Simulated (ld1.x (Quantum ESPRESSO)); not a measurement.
# Before and after: RRKJ potential for B (Z = 5)

```
Element                 : boron
Generator               : ld1.x (Quantum ESPRESSO) 7.5
Type                    : norm-conserving RRKJ (Kleinman–Bylander form)
Functional              : Wu–Cohen
Relativity              : scalar-relativistic
Frozen core             : [He]
Valence charge          : 3
Reference configuration : 2s2 2p0.5 (charge +0.5)
Partial waves           : 2s (bound): rc 1.55 bohr; 2p (bound): rc 3.10 bohr; 3d channel at 0.35 Ry: rc 2.45 bohr
Local potential         : the d channel
Core correction         : none
rho0                    : 0.02
```

Change: wave 2p (bound): rc 3.10 bohr becomes 2p (bound): rc 2.42 bohr.

Cutoffs: the cutoffs (Ry, on a coarse ladder) from which the occupation-weighted sum of valence levels, in a spherical-Bessel basis at the reference potential, stays within 10 and 1 mRy of its value at 400 Ry; they do not see the model core or the augmentation charge, which bear on the density cutoff. Errors are all-electron minus pseudo energies relative to the spin-unpolarised reference configuration.

Problem. What does the change do?

Solution. The potential gets neither clearly harder nor softer (21 Ry and 50 Ry → 21 Ry and 50 Ry); the s channel sets the loose cutoff, while the largest relative change is in p, which becomes harder; of the 7 tests that both files solve, the error grows in 0 and shrinks in 6 by more than 15 % and 0.3 meV (median size 30.5 → 10.9 meV); neither file shows a bound ghost. Less of the atom is replaced, so other configurations are described better.

```csv
quantity,base,changed
"cutoff, loose",21 Ry,21 Ry
"cutoff, tight",50 Ry,50 Ry
loose cutoff by channel (10 mRy a level),"s 18 Ry, p 10 Ry","s 18 Ry, p 15 Ry"
bound ghosts,none,none
"error for 2s2 2p1, meV [ΔE -2.86 eV]",+17,+5.8
"error for 2s2 2p0, meV [ΔE 5.29 eV]",+44,+17
"error for 2s1 2p0, meV [ΔE 30.59 eV]",+211,+105
"error for 2s0 2p3, meV [ΔE 8.83 eV]",+0.4,-0.5
"error for 2s2 2p1.3, meV [ΔE -3.58 eV]",+29,+9.6
"error for 2s1 2p1, meV [ΔE 11.44 eV]",-67,-21
"error for 2s1 2p2, meV [ΔE 2.98 eV]",+30,+11
```
